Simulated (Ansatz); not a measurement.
Input file for `OB(O)[O][Zn][F]`:

```yaml
crystal:
  periodic: [false, false, false]
  atoms:
    - {symbol: O, position_ang: [-0.253623, -2.013651, 0.067764]}
    - {symbol: B, position_ang: [-0.175783, -0.649014, 0.043970]}
    - {symbol: O, position_ang: [0.997790, 0.059878, -0.228566]}
    - {symbol: O, position_ang: [-1.266645, 0.099126, 0.291516]}
    - {symbol: Zn, position_ang: [-0.915990, 1.845569, 0.201282]}
    - {symbol: F, position_ang: [-0.742731, 3.576178, 0.151256]}
    - {symbol: H, position_ang: [0.561842, -2.478771, -0.118546]}
    - {symbol: H, position_ang: [1.795130, -0.439325, -0.408676]}
basis:
  gaussian: {orbitals: def2-TZVPP}
correlation: {method: ccsd_t, frozen_orbitals: {B: 1, F: 1, H: 0, O: 1, Zn: 9}}
output: {orbitals: {seedname: orbitals}}
```

```sh
$ ansatz run in.yaml --threads 4 --pin off --events-out ev --progress --plain
```

Output of Ansatz, abridged:

```
Functional definition: HF
1637 factors; integrals over basis functions are off by at most 1.1e-3 eV
mean field evaluation 1: about -57900.5014 eV, gradient 6.3e1 eV
mean field evaluation 2: about -57900.8517 eV, gradient 6.3e1 eV
mean field evaluation 4: about -57907.4430 eV, gradient 6.1e0 eV
mean field evaluation 8: about -57907.5227 eV, gradient 7.9e-1 eV
mean field evaluation 16: about -57907.5239 eV, gradient 2.1e-6 eV
mean field -57907.52393418 eV, -2128.0622534515 hartree, gradient 2.1e-6 eV, S^2 0.000000; 0 other end points of the search recorded, 0 dependent functions left out
14 core orbitals not correlated: weight in the atoms' cores, before any rotation towards them, 1.000 or more for the frozen orbitals, at most 0.000 for the correlated occupied ones
reference -57907.52393418 eV, -2128.0622534515 hartree; 21, 21 occupied and 212, 212 virtual orbitals, 1637 factors
second order -42.37974090 eV of doubles, -0.00000000 eV of singles
cycle   1  -39.98836793 eV  change     2.4e0 eV  update   1.6e-1
cycle   2  -41.00377559 eV  change    -1.0e0 eV  update   5.4e-2
cycle   3  -41.21775130 eV  change   -2.1e-1 eV  update   2.5e-2
cycle   4  -41.18653361 eV  change    3.1e-2 eV  update   8.4e-3
cycle   5  -41.17068753 eV  change    1.6e-2 eV  update   3.4e-3
cycle   6  -41.17414868 eV  change   -3.5e-3 eV  update   1.3e-3
cycle   7  -41.17454925 eV  change   -4.0e-4 eV  update   4.5e-4
cycle   8  -41.17398792 eV  change    5.6e-4 eV  update   1.7e-4
cycle   9  -41.17410200 eV  change   -1.1e-4 eV  update   5.4e-5
cycle  10  -41.17420600 eV  change   -1.0e-4 eV  update   2.3e-5
cycle  11  -41.17414482 eV  change    6.1e-5 eV  update   9.6e-6
cycle  12  -41.17415095 eV  change   -6.1e-6 eV  update   3.8e-6
perturbative correction -1.37981251 eV, -0.0507071744 hartree
Total energy: -57950.07789763 eV, -2129.6260827645 hartree
```

Run time 68 s (4 threads of a server CPU on a shared host); peak host memory 5.9 GiB.

The correlation energy is -42.554 eV, 3.2 % of it from (T); the T1 diagnostic reads 0.0159.
